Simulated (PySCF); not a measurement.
```xyz
5
charge 1 multiplicity 1, angstrom
As    0.0000    0.0000    0.0000
H     0.8603    0.8603    0.8603
H     0.8603   -0.8603   -0.8603
H    -0.8603   -0.8603    0.8603
H    -0.8603    0.8603   -0.8603
```

Method: PBE0 in PySCF with As def2-TZVP, H def2-TZVP; no relativity; density-fitted integrals.

This geometry of AsH₄⁺ is a stationary point at this level.

Q: What is the point group?

A: Td.

Q: Is it a minimum?

A: Yes: all harmonic wavenumbers are real.

Q: List the harmonic modes with their infrared intensities.

A: 
| symmetry | ω (cm⁻¹) | IR (km/mol, summed over degenerate members) |
| --- | --- | --- |
| t2 | 868 | 13.3 |
| e | 1023 | 0.0 |
| a1 | 2356 | 0.0 |
| t2 | 2398 | 62.4 |

Q: Give the ideal-gas entropy at 298.15 K and 1 bar by parts.

A: translation 163.3, rotation 50.1, vibration 2.7, spin 0.0; total 216.2 J/(mol K).

In Td the vibrations span 2t2 + e + a1. The a1, e modes carry no infrared intensity, as symmetry demands.

Other isomers or separated fragments may lie lower.
